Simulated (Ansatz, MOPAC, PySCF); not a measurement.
Noncovalent pair: C2H4 (SMILES C=C) (first 6 atoms) with CH2O2 (SMILES O=CO); geometry from B3LYP-D3(BJ)/def2-TZVP, rigid monomers moved along the line of their centres of mass till C1···H11 is 2.16 Å.
(charge 0, multiplicity 1):
```xyz
11

C     -0.5815    -0.2437    -0.0160
C      0.6177     0.3200     0.0712
H     -0.8066    -1.1666     0.5048
H     -1.3733     0.1904    -0.6147
H      0.8555     1.2381    -0.4526
H      1.4055    -0.1268     0.6657
O      0.3674    -1.1698     3.0366
C     -0.1270    -0.1945     3.5313
O     -0.5804     0.8727     2.8650
H     -0.2728    -0.0508     4.6103
H     -0.4413     0.7245     1.9066
```

Interaction energies are E(AB) − E(A) − E(B) at the monomers' geometry in the complex; basis-set methods are counterpoise corrected. Rows marked so take none.

Frozen-core correlation. Rows in 3-21G, 6-311+G**, 6-31G*, STO-3G carry no dispersion term and start afresh at each structure (6-31G* with six Cartesian d functions). The state that AM1, PM7 reach isn't checked; PM7 holds dispersion and hydrogen-bond terms.

Programs: Ansatz (a first-principles code); MOPAC for AM1, PM7 (differences of heats of formation); PySCF for 3-21G rows, 6-311+G** rows, 6-31G* rows, STO-3G rows, the dispersion terms. Each number belongs to the level named beside it.

Other levels give for the interaction energy: PBE/def2-TZVPPD -118.2; B3LYP/def2-TZVPPD -60.7; B3LYP-D3(BJ)/def2-TZVPPD -175.9; wB97M-V/def2-TZVPPD -171.2; CCSD(T)/aug-cc-pVDZ -101.0 meV.

Common cheap choices:

```tsv
level	interaction energy (meV)
AM1	28.2
PM7	-45.5
HF/STO-3G (no counterpoise)	14.9
HF/6-31G*	17.8
HF/6-31G* (no counterpoise)	-69.4
B3LYP/3-21G (no counterpoise)	-291.8
B3LYP/6-31G* (no counterpoise)	-176.2
B3LYP/6-311+G** (no counterpoise)	-70.1
```
